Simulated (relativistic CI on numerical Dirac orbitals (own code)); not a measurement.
# Hyperfine structure of Ir LI, mass number 191

Method of calculation: Dirac-Coulomb-Breit CI, orbitals from a KLI potential per configuration, model QED, unscaled Slater integrals (own radial code, finite nucleus).

CI space (outside the closed core [Ne]): 3s2 3p6 3d9, 3s2 3p5 3d10, 3s 3p6 3d10, 3s2 3p6 3d8 4s, 3s2 3p6 3d8 4p, 3s2 3p4 3d10 4s, 3s2 3p6 3d8 4d, 3s2 3p4 3d10 4p, 3s2 3p5 3d9 4s, 3s2 3p6 3d8 4f, 3s2 3p4 3d10 4d, 3s 3p5 3d10 4s, 3s2 3p5 3d9 4p, 3s 3p5 3d10 4p, 3s2 3p6 3d7 4s2, 3s2 3p5 3d9 4d. Levels of other configurations are missing.

Nuclear spin I = 3/2, μ = 0.1502 μN, Q = 0.816 b (tables of Stone and Pyykkö). The electronic factors are computed for point nuclear moments, without core polarisation or the Bohr-Weisskopf and QED corrections.

```
                Level   E (eV)  A (GHz)  B (GHz)
   3s2 3p6 3d9 2D_5/2     0.00    4.384    -73.5
   3s2 3p6 3d9 2D_3/2    80.96    11.29    -61.5
 3s2 3p5 3d10 2P°_3/2   485.55    21.55     -353
 3s2 3p5 3d10 2P°_1/2   862.24    205.3         
   3s 3p6 3d10 2S_1/2  1117.81    638.2         
3s2 3p6 3d8 4s 4F_9/2  1784.41    28.83    -52.9
3s2 3p6 3d8 4s 2F_7/2  1787.66   -19.99    -49.1
3s2 3p6 3d8 4s 4F_7/2  1864.52    37.37      -26
```

Levels with J = 0, under 50 % of one LS term, or S terms without an open s electron are left out. Small factors come from cancelling terms and can be off by tens of per cent or more.

At this charge energies of transitions that change n are usually good to better than 1 %, and those within a shell (Δn = 0) to a few per cent.

Task: Give the hyperfine levels of 3s2 3p6 3d9 2D_5/2 relative to its centre of gravity.

Result: With K = F(F + 1) − I(I + 1) − J(J + 1), E = AK/2 + B[¾K(K + 1) − I(I + 1)J(J + 1)]/[2I(2I − 1)J(2J − 1)]: F = 1: -74.48, F = 2: -6.896, F = 3: 39.34, F = 4: -1.941 GHz.

LS names give the leading component of a level, which can be under half, so a name can repeat, a term be missing and a line seem to break the LS rules.
